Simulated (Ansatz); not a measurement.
Born–Oppenheimer molecular dynamics of BFH3NO (7 atoms, charge 0, multiplicity 1). It goes on from the last frame of an earlier run, with new velocities.

All numbers below come from Ansatz, RKS BLYP-D4/def2-SVP.

```json
{
  "ensemble": "NVT, Langevin thermostat",
  "time step": "0.5 fs",
  "steps asked": "166",
  "set temperature": "400 K",
  "friction": "0.01 /fs",
  "seed": "365219"
}
```

First frame:

```xyz
7
Properties=species:S:1:pos:R:3
B 0.050 -0.083 -0.122
F -0.103 0.575 1.096
N 1.263 0.017 -0.746
H 1.506 -0.434 -1.609
H 2.049 0.401 -0.283
O -0.999 -0.757 -0.781
H -1.887 -0.613 -0.317
```

What does the run give?

The run went to its last step.

```yaml
steps_done: 166
time_covered: 83 fs
mean_temperature_over_the_second_half: 327 K
spread_of_the_potential_energy_over_the_second_half: 11.4 meV per atom
mean_potential_energy_of_the_second_half_above_the_start: 17.3 meV per atom
```

The mean temperature of the second half is 18 % below the set value. A run of 0.083 ps of so small a system gives no equilibrium averages.

What happens to the structure?

The same pairs are bonded in the first frame and the last. Pairs count as bonded within 1.25 times the sum of covalent radii (0.12 Å more for H–H). The details hang on the random start.

How do temperature and energy run in time?


```tsv
time (fs)	T (K)	potential energy less start (eV)
0	343	0.000
6.5	272	0.024
13	352	0.064
19.5	343	0.161
26	373	0.049
32.5	194	0.189
39	423	-0.026
45.5	307	0.091
52	249	0.100
58.5	381	-0.004
65	393	0.103
71.5	231	0.285
78	452	0.102
```

Time of the run: 2.8 min on 1 thread of Intel(R) Xeon(R) Platinum 8488C (Sapphire Rapids) (shared host), peak memory 0.14 GiB.
